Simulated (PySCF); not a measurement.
Predicted microwave data (PBE0-D3(BJ)/def2-SVP geometry optimisation, gas phase (PySCF)) for one isomer of C6H11F3Ge:

```
Rotational constants : A = 1464, B = 823.9, C = 689.3 MHz
Dipole components    : |μa| = 2.48 D, |μb| = 0.26 D, |μc| = 0.54 D
Inertial defect      : -225.41 u·Å²
κ                    : -0.65
```

Task: Which candidate fits, each taken in the one conformer that was computed?
A. `[CH3:1][C@@H:2]1[CH2:3][CH2:4][CH2:5][Ge@@H:6]1[C:7]([F:8])([F:9])[F:10]` with C1–C2–C3–C4 -166°, C2–C3–C4–C5 53°, C3–C4–C5–Ge6 -36°, C4–C5–Ge6–C7 124°
B. `[CH3:1][C@@H:2]1[CH2:3][CH2:4][CH2:5][Ge@H:6]1[C:7]([F:8])([F:9])[F:10]` with C1–C2–C3–C4 -164°, C2–C3–C4–C5 53°, C3–C4–C5–Ge6 -39°, C4–C5–Ge6–C7 -99°

Result: A. It is C[C@@H]1CC[CH2][Ge@@H]1[C](F)(F)F, an asymmetric top, point group C1. The candidates at the same level (rigid rotor, commonest isotopes):

```
                           SMILES  A (MHz)  B (MHz)  C (MHz)  μa (D)  μb (D)  μc (D)  Δ (u·Å²)  point group           rotor
C[C@@H]1CC[CH2][Ge@@H]1[C](F)(F)F     1464    823.9    689.3    2.48    0.26    0.54   -225.41           C1  asymmetric top
 C[C@@H]1CC[CH2][Ge@H]1[C](F)(F)F     1507    765.7    654.2    2.51    0.30    0.45   -222.77           C1  asymmetric top
```

`C[C@@H]1CC[CH2][Ge@H]1[C](F)(F)F` has B 7 % too low. No structure here is proved a minimum.
